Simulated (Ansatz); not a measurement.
`Cl[SiH2][SeH]` + `CC(F)I` → `FC(I)[SiH2]Cl` + `C[SeH]`  (formal exchange of groups at the Si–Se bond)

Program: Ansatz. Geometries: PBE0-D4/def2-TZVP. ΔE: electronic, gas phase. CCSD(T)/CBS is the MP2 limit (def2-TZVPP, def2-QZVPP) plus CCSD(T) − MP2 in def2-TZVPP, frozen cores. DFT in def2-TZVPP. HSE06 is defined as in plane-wave codes. def2 core potentials past Kr. For I, Se outer-core shells are correlated without core-valence functions, which leaves a few kJ/mol of doubt a bond. Scalar relativity is left out up to krypton. Each species was taken in one conformer, which may not be the lowest.

| level | ΔE (kJ/mol) | difference from CCSD(T)/CBS |
| --- | --- | --- |
| revPBE-D4 | 94.9 | -5.5 |
| ωB97M-V | 98.2 | -2.2 |
| PBE-QIDH | 105.2 | 4.8 |
| PBE | 99.2 | -1.2 |
| PBE0 | 104.4 | 4.0 |
| r2SCANh | 105.4 | 5.0 |
| r2SCAN0 | 107.3 | 6.9 |
| HSE06 | 104.4 | 4.0 |
| CAM-B3LYP | 100.3 | -0.1 |
| LC-ωPBE | 102.4 | 2.0 |
| HF/def2-SVP | 112.7 | 12.3 |
| MP2/def2-SVP | 110.8 | 10.4 |
| CCSD/def2-SVP | 108.6 | 8.2 |
| HF/def2-QZVPP | 107.3 | 6.9 |
| SCS-MP2/def2-QZVPP | 98.9 | -1.5 |
| CCSD/CBS(def2) | 101.9 | 1.5 |
| CCSD(T)/CBS | 100.4 | 0 |

Largest T1 diagnostic among the species: 0.010.

At CCSD(T), def2-SVP lies +7.2 kJ/mol from the extrapolated value and def2-TZVPP −3.6 kJ/mol. In def2-TZVPP, CCSD(T) changes the Hartree–Fock value by −11.0 kJ/mol (the triples alone add −1.5 kJ/mol) and MP2 by −7.7 kJ/mol. Leaving LDA and LC-ωPBE aside and taking each functional with its dispersion term where it has one, the values, not all of them listed here, spread over 16.4 kJ/mol, from BLYP-D4 to r2SCAN0-D4. LDA lies +5.9 kJ/mol from PBE without D4.
